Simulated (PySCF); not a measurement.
## Ba⁴¹⁺: ionisation energy

Ba⁴¹⁺ [Ne] 3s2 3p3 (4S) → Ba⁴²⁺ [Ne] 3s2 3p2 (3P), as a difference of total energies. Calculation: PySCF 2.14, in an uncontracted even-tempered set (16 s from 8 bohr⁻², ratio 2.5; 10 p from 10 bohr⁻², ratio 2.5; 4 d from 42 bohr⁻², ratio 2.7; 4 f from 63 bohr⁻², ratio 2.7); the non-relativistic Hamiltonian (point nucleus). Correlated levels: outer shells: 1s2 frozen; virtual orbitals above 40 to 60 times the deepest correlated orbital energy dropped. The calculations carry no spin-orbit coupling.

```tsv
method	ionisation energy (eV)
UHF	3068.8
MP2 (outer shells)	3069.1
SCS-MP2 (outer shells)	3068.8
CCSD (outer shells)	3068.6
CCSD(T) (outer shells)	3068.6
```

Spin-orbit coupling is strong in these open shells (close to jj coupling). The scalar numbers leave it out and a first-order estimate fails, so it can dominate the gap to the real levels.

All relativistic terms are absent from these numbers, so their closeness to the reference says little about the methods.

For comparison: 3081 ± 4 eV (theoretical estimate listed by NIST; NIST Atomic Spectra Database, ionization energies).
